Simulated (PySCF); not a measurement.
C₂H₆BNSi.
SMILES with atom numbers: `[CH:1]#[C:2][BH:3][NH:4][SiH3:5]` (hydrogens: H6 on C1; H7 on B3; H8 on N4; H9, H10, H11 on Si5)

Method: PBE0-D3(BJ)/def2-SVP geometry optimisation, gas phase (PySCF 2.14.0); density fitting, grid level 1; the optimiser is geomeTRIC in internal coordinates, started from a GFN2-xTB structure with every atom displaced at random (about 0.01 Å).

Step 0: E = -12200.8615 eV
```
atom  x, y, z in Å  |  force x, y, z in eV/Å
C1      2.4533   -0.8009    0.7373   -3.263   3.356  -1.551
C2      1.6354    0.0412    0.3460    1.617  -1.536   0.724
B3      0.6740    1.1245   -0.1434    2.231  -0.092   0.530
N4     -0.6233    0.8427   -0.3736   -2.969  -0.058  -0.680
Si5    -1.5898   -0.6304   -0.2040    0.398   0.731   0.645
H6      3.1166   -1.4928    1.0667    1.950  -2.028   0.951
H7      1.1105    2.2145   -0.3135    0.136   0.601  -0.118
H8     -1.1935    1.6303   -0.6931    0.210  -0.120   0.069
H9     -0.6766   -1.7378    0.0158    0.332  -0.590   0.042
H10    -2.3732   -0.7609   -1.4176   -0.490  -0.184  -0.658
H11    -2.4952   -0.4563    0.9638   -0.151  -0.079   0.045
```

Task: Estimate the geometry and energy of step 1. (The exact step hangs on the optimiser's Hessian estimate; all steps are aligned on step 0, rigid shifts and turns removed.)

Result: E = -12201.0672 eV, largest force 0.758 eV/Å
```
atom  x, y, z in Å  |  force x, y, z in eV/Å
C1      2.3180   -0.8460    0.7497    0.727  -0.193   0.090
C2      1.6730    0.0909    0.3148   -0.365  -0.127   0.073
B3      0.7124    1.1841   -0.1684   -0.333  -0.108  -0.065
N4     -0.6565    0.8955   -0.3912    0.449   0.028   0.106
Si5    -1.5304   -0.6219   -0.1819   -0.062   0.068  -0.012
H6      3.0069   -1.6086    1.1055   -0.397   0.248  -0.107
H7      1.1193    2.3047   -0.3547   -0.007   0.081  -0.033
H8     -1.2211    1.6825   -0.6943   -0.005   0.068  -0.030
H9     -0.5698   -1.7359   -0.0052    0.034  -0.027  -0.032
H10    -2.3779   -0.8293   -1.3933   -0.023  -0.039  -0.010
H11    -2.4356   -0.5420    1.0033   -0.019   0.001   0.019
```

The energy changes by -0.2057 eV. The first-order estimate −F·Δx gives -0.5892 eV and the mean of the old and new forces, exact on a quadratic surface, -0.2356 eV. The step makes an angle of 76° with the force vector and moves no atom by more than 0.164 Å.

What follows is the cost of the whole optimisation. On one thread of an Intel Xeon 6975P-C, on a shared host, this took 18 s of wall time and 0.43 GiB of memory at its peak.
